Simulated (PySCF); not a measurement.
**C4H12B2O**

C4H12B2O is a molecule drawn as a unit of a network glass or zeolite (built as: B3 B3, CH3 ends, O bridges), neutral, singlet. The structure, one conformer, was relaxed in the gas phase by PBE0-D3(BJ)/def2-SVP. No frequency run checks that it is a minimum.

SMILES: CB(C)OB(C)C

```xyz
19

C     1.494    1.762   -0.677
B     1.149    0.396    0.035
C     2.250   -0.469    0.762
O    -0.125   -0.039    0.027
B    -1.402   -0.465    0.012
C    -2.370   -0.023    1.178
C    -1.889   -1.393   -1.168
H     1.613    2.540    0.099
H     0.711    2.101   -1.370
H     2.457    1.717   -1.210
H     2.898   -0.935   -0.002
H     2.916    0.159    1.375
H     1.834   -1.271    1.388
H    -3.332    0.341    0.783
H    -1.940    0.747    1.836
H    -2.615   -0.903    1.799
H    -2.437   -2.269   -0.785
H    -1.072   -1.739   -1.818
H    -2.611   -0.838   -1.792
```
Atoms count from 1 in this order.

Shieldings: GIAO PBE0/pcSseg-1. Shifts are against computed references at the same level: C TMS (σ 184.4 ppm), H TMS (σ 31.27 ppm). Core levels by delta-SCF with SCAN, pcX-2 on the ionised atom and pcseg-1 elsewhere, spin-free X2C; from the vacuum level, for chosen atoms.

Give the NMR and core-level values of the distinct atoms.


```tsv
atoms	bonded to	σ (ppm)	δ (ppm)	core level (eV)
C1 C3	1 B + 3 H	176.4	8.0	1s 289.89
B2	2 C + 1 O	52.6	-	-
O4	2 B	9.2	-	1s 538.23
B5	2 C + 1 O	52.7	-	1s 196.19
C6	1 B + 3 H	176.5	7.9	1s 289.89
C7	1 B + 3 H	176.5	8.0	1s 289.89
H8 H9 H10	1 C	30.82	0.45	-
H11 H12 H13	1 C	30.80	0.47	-
H14 H15 H16	1 C	30.81	0.46	-
H17 H18 H19	1 C	30.80	0.46	-
```

Values are those of this one static structure, with the three H of a rotating XH3 group averaged; atoms that internal rotation interchanges would show their mean in an NMR spectrum.

The core-hole state of B5 is spin-contaminated (⟨S²⟩ 0.80 against 0.75 for a pure doublet), so that value and differences from it are less sure.

By CAM-B3LYP/def2-SVPD (TDDFT singlets, Tamm-Dancoff triplets, ionisation by delta-SCF), where does absorption start, and what does vertical ionisation take?

The first singlet with intensity lies at 7.59 eV (f 0.026); what lies below it is dark. The lowest singlet lies at 6.83 eV (f 0.000), the strongest of the first 6 at 8.27 eV (f 0.676), the lowest triplet at 6.42 eV; vertical ionisation takes 10.22 eV.

The 3 runs behind this took 3.7 min in all, one thread each of Intel Xeon Platinum 8259CL on a shared host, launched as `OMP_NUM_THREADS=1 python cluster_run.py task.json out`.
